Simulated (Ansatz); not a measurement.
One change: `CC(C)[O][InH][F]` becomes `CC(C)OB(N)F`.

Ansatz, PBE0-D4/def2-TZVP geometries, multiplicity 1. Each molecule was computed in one conformer, which needn't be the lowest.

Elements past krypton have def2 core potentials.

```
                                          property  `CC(C)[O][InH][F]`
size of the dipole moment (ωB97M-V/def2-TZVPP) / D                4.10
              HOMO–LUMO gap (PBE0/def2-TZVPP) / eV                6.54
             LUMO energy (ωB97M-V/def2-TZVPP) / eV                0.11
             HOMO–LUMO gap (B3LYP/def2-TZVPP) / eV                6.03
               HOMO–LUMO gap (PBE/def2-TZVPP) / eV                4.27
           HOMO–LUMO gap (ωB97M-V/def2-TZVPP) / eV               10.37
```

What does the change do to each property? (Estimate.)

Ansatz gave: 
```tsv
property	`CC(C)OB(N)F`	shift
size of the dipole moment (ωB97M-V/def2-TZVPP) / D	0.75	-3.35
HOMO–LUMO gap (PBE0/def2-TZVPP) / eV	8.53	1.99
LUMO energy (ωB97M-V/def2-TZVPP) / eV	2.20	2.09
HOMO–LUMO gap (B3LYP/def2-TZVPP) / eV	7.94	1.91
HOMO–LUMO gap (PBE/def2-TZVPP) / eV	6.26	1.99
HOMO–LUMO gap (ωB97M-V/def2-TZVPP) / eV	12.17	1.80
```

With PBE0 the HOMO rises by 0.27 eV and the LUMO rises by 2.26 eV, so the gap widens by about 1.99 eV. PBE moves the HOMO by 0.27 eV and ωB97M-V by 0.28 eV. Dipoles are sizes alone; their direction can turn.

B3LYP here is the variant with VWN-RPA as its local correlation; programs differ in this.
